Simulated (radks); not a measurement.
The numbers below are computed, except where a source is named.
Problem. These are the eigenvalues of the occupied orbitals of an atom or ion with whole-number occupations (hartree). Code: a radial shooting solver on a logarithmic mesh with Libxc functionals. Model: non-relativistic Kohn-Sham, PBE, spin-unpolarised, spherical densities, point nucleus.

| orbital | eigenvalue |
|---|---|
| 1s | -1788.867 |
| 2s | -287.3693 |
| 2p | -273.7148 |
| 3s | -65.01968 |
| 3p | -58.91876 |
| 3d | -47.55173 |
| 4s | -14.19861 |
| 4p | -11.79156 |
| 4d | -7.48895 |
| 5s | -3.15107 |
| 5p | -2.45874 |
| 4f | -2.18370 |

Which element is it, and in what charge state? The configuration may be excited.

Solution. Z = 65, terbium, charge +4: Tb4+ in [Xe] 4f7. The list shows which subshells hold electrons but not how many an open one holds; the 1s level, -1788.9 hartree, gives Z - s = 59.8 by -(Z - s)^2/2, which with screening narrows Z to a few neighbours, and the depths of the outer levels then fix element, charge and occupations together.
